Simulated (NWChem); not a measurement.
System: phosphorus nitride (PN); SMILES N#P

Here is an NWChem input.

```
start job
memory heap 200 mb stack 900 mb global 1100 mb
geometry units angstroms
  N      0.000000     0.000000     1.012570
  P      0.000000     0.000000    -0.482237
end
basis spherical
  * library pcseg-1
end
dft
  xc xpbe96 cpbe96
  iterations 150
end
driver
  maxiter 120
end
task dft optimize
task dft freq
```

Excerpt of the output:

```
             Northwest Computational Chemistry Package (NWChem) 7.3.0
             --------------------------------------------------------

 ORDER OF PRIMARY AXIS IS BEING SET TO 4
 C4V symmetry detected

                             Geometry "geometry" -> ""
                             -------------------------

 Output coordinates in angstroms (scale by  1.889725989 to convert to a.u.)

  No.       Tag          Charge          X              Y              Z
 ---- ---------------- ---------- -------------- -------------- --------------
    1 N                    7.0000     0.00000000     0.00000000     1.01918659
    2 P                   15.0000     0.00000000     0.00000000    -0.47562041

 Effective nuclear repulsion energy (a.u.)      37.1710937566

      Symmetry information
      --------------------

 Group name             C4v
 Group number             18
 Group order               8
 No. of unique centers     2

                                Z-matrix (autoz)
                                --------

 Units are Angstrom for bonds and degrees for angles

      Type          Name      I     J     K     L     M      Value
      ----------- --------  ----- ----- ----- ----- ----- ----------
    1 Stretch                  1     2                       1.49481

  pbe96 is a nonlocal functional; adding pw91lda local functional.

                           NWChem Geometry Optimization
                           ----------------------------

 maximum gradient threshold         (gmax) =   0.000450
 rms gradient threshold             (grms) =   0.000300
 maximum cartesian step threshold   (xmax) =   0.001800
 rms cartesian step threshold       (xrms) =   0.001200
 fixed trust radius                (trust) =   0.300000
 source of zmatrix                         =   autoz

          -------------------
          Energy Minimization
          -------------------

 Using diagonal initial Hessian
 Scaling for Hessian diagonals: bonds = 1.00  angles = 0.25  torsions = 0.10

          --------
          Step   0

                                 NWChem DFT Module
                                 -----------------

 Summary of "ao basis" -> "ao basis" (spherical)
 ------------------------------------------------------------------------------
       Tag                 Description            Shells   Functions and Types
 ---------------- ------------------------------  ------  ---------------------
 N                          pcseg-1                  6       14   3s2p1d
 P                          pcseg-1                  8       18   4s3p1d

      Symmetry analysis of basis
      --------------------------

        a1         14
        a2          0
        b1          2
        b2          2
        e          14

            General Information
            -------------------
          SCF calculation type: DFT
          Wavefunction type:  closed shell.
          No. of atoms     :     2
          No. of electrons :    22
           Alpha electrons :    11
            Beta electrons :    11
          Charge           :     0
          Spin multiplicity:     1
          Use of symmetry is: on ; symmetry adaption is: on
          Maximum number of iterations: 150
          AO basis - number of functions:    32
                     number of shells:    14
          Convergence on energy requested:  1.00D-06
          Convergence on density requested:  1.00D-05
          Convergence on gradient requested:  5.00D-04

              XC Information
              --------------
          PerdewBurkeErnzerhof Exchange Functional  1.000
            Perdew 1991 LDA Correlation Functional  1.000 local
           PerdewBurkeErnz. Correlation Functional  1.000 non-local

             Grid Information
             ----------------
          Grid used for XC integration:  medium
          Radial quadrature: Mura-Knowles
          Angular quadrature: Lebedev.
          Tag              B.-S. Rad. Rad. Pts. Rad. Cut. Ang. Pts.
          ---              ---------- --------- --------- ---------
          N                   0.65       49           7.0       434
          P                   1.00       88           6.0       590
          Grid pruning is: on
          Number of quadrature shells:   137
          Spatial weights used:  Erf1

      Superposition of Atomic Density Guess
      -------------------------------------

 Sum of atomic energies:        -394.90128967

      Non-variational initial energy
      ------------------------------

 Total energy =    -395.102491
 1-e energy   =    -618.769653
 2-e energy   =     186.496069
 HOMO         =      -0.348931
 LUMO         =      -0.060249

      Symmetry analysis of molecular orbitals - initial
      -------------------------------------------------

 !! scf_movecs_sym_adapt:    4 vectors were symmetry contaminated

  Symmetry fudging

 !! scf_movecs_sym_adapt:    2 vectors were symmetry contaminated

  Numbering of irreducible representations:

     1 a1          2 a2          3 b1          4 b2          5 e

  Orbital symmetries:

[...]

      ----------------------
      Optimization converged
      ----------------------

  Step       Energy      Delta E   Gmax     Grms     Xrms     Xmax
  ---- ---------------- -------- -------- -------- -------- --------
@    2    -395.82868885 -1.9D-07  0.00002  0.00002  0.00021  0.00037
                                     ok       ok       ok       ok

                                Z-matrix (autoz)
                                --------

 Units are Angstrom for bonds and degrees for angles

      Type          Name      I     J     K     L     M      Value     Gradient
      ----------- --------  ----- ----- ----- ----- ----- ---------- ----------
    1 Stretch                  1     2                       1.51091    0.00002

                         Geometry "geometry" -> "geometry"
                         ---------------------------------

 Output coordinates in angstroms (scale by  1.889725989 to convert to a.u.)

  No.       Tag          Charge          X              Y              Z
 ---- ---------------- ---------- -------------- -------------- --------------
    1 N                    7.0000     0.00000000     0.00000000     1.02723813
    2 P                   15.0000     0.00000000     0.00000000    -0.48367195

 Effective nuclear repulsion energy (a.u.)      36.7749290356

      Symmetry information
      --------------------

 Group name             C4v
 Group number             18
 Group order               8
 No. of unique centers     2

                Final and change from initial internal coordinates
                --------------------------------------------------

                                Z-matrix (autoz)
                                --------

 Units are Angstrom for bonds and degrees for angles

      Type          Name      I     J     K     L     M      Value       Change
      ----------- --------  ----- ----- ----- ----- ----- ---------- ----------
    1 Stretch                  1     2                       1.51091    0.01610

 ==============================================================================
                                internuclear distances
 ------------------------------------------------------------------------------
       center one      |      center two      | atomic units |  angstroms
 ------------------------------------------------------------------------------
    2 P                |   1 N                |     2.85521  |     1.51091
 ------------------------------------------------------------------------------
                         number of included internuclear distances:          1
 ==============================================================================

[second-derivative integrals and response iterations left out]

  Vibrational analysis via the FX method

  See chapter 2 in "Molecular Vibrations" by Wilson, Decius and Cross

  Vib: Default input used

[...]

 Rotational Constants
 --------------------
 A=   0.000000 cm-1  (  0.000000 K)
 B=   0.765763 cm-1  (  1.101738 K)
 C=   0.765763 cm-1  (  1.101738 K)

 Temperature                      =   298.15K
 frequency scaling parameter      =   1.0000

 Linear Molecule

 Zero-Point correction to Energy  =    1.889 kcal/mol  (  0.003011 au)
 Thermal correction to Energy     =    3.376 kcal/mol  (  0.005381 au)
 Thermal correction to Enthalpy   =    3.969 kcal/mol  (  0.006324 au)

 Total Entropy                    =   50.456 cal/mol-K
   - Translational                =   37.320 cal/mol-K (mol. weight =  44.9768)
   - Rotational                   =   13.111 cal/mol-K (symmetry #  =        1)
   - Vibrational                  =    0.025 cal/mol-K

 Cv (constant volume heat capacity) =    5.103 cal/mol-K
   - Translational                  =    2.979 cal/mol-K
   - Rotational                     =    1.986 cal/mol-K
   - Vibrational                    =    0.137 cal/mol-K

[normal modes left out]

 ----------------------------------------------------------------------------
 Normal Eigenvalue ||           Projected Infra Red Intensities
  Mode   [cm**-1]  || [atomic units] [(debye/angs)**2] [(KM/mol)] [arbitrary]
 ------ ---------- || -------------- ----------------- ---------- -----------
    1       -0.000 ||    0.000000           0.000         0.000       0.000
    2        0.000 ||    0.008228           0.190         8.021      20.115
    3        0.000 ||    0.008228           0.190         8.021      20.115
    4        0.000 ||    0.003720           0.086         3.626       9.094
    5        0.000 ||    0.003720           0.086         3.626       9.094
    6     1322.276 ||    0.000647           0.015         0.631       1.581
 ----------------------------------------------------------------------------
```

Level: PBE/pcseg-1.
